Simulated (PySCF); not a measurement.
TaF₅, SMILES [Ta]([F])([F])([F])([F])[F], multiplicity 1.

Coordinates come from a PBE0-D3(BJ)/def2-SVP optimisation. The multiplicity is an assumed one; no other spin state was optimised. The isomer is the one that the SMILES or the coordinates give; other isomers of the formula were not compared. The def2 effective core potentials stand for the cores of Ta; spin–orbit coupling is left out.

The numbers are results of PBE/def2-TZVP run with PySCF, not measurements.

Symmetry labels are those of the subgroup C2v that the program uses (full group D3h).

Computed valence orbital energies around the gap with their symmetry:
```
orbital  symmetry  energy (eV)
-------  --------  -----------
HOMO−7         B1       -11.23
HOMO−6         B2       -11.18
HOMO−5         B1       -11.17
HOMO−4         A1       -10.48
HOMO−3         B1       -10.48
HOMO−2         B2       -10.35
HOMO−1         A2       -10.17
HOMO           B2       -10.17
LUMO           A2        -3.32
LUMO+1         B2        -3.32
LUMO+2         A1        -2.22
LUMO+3         B1        -2.22
```
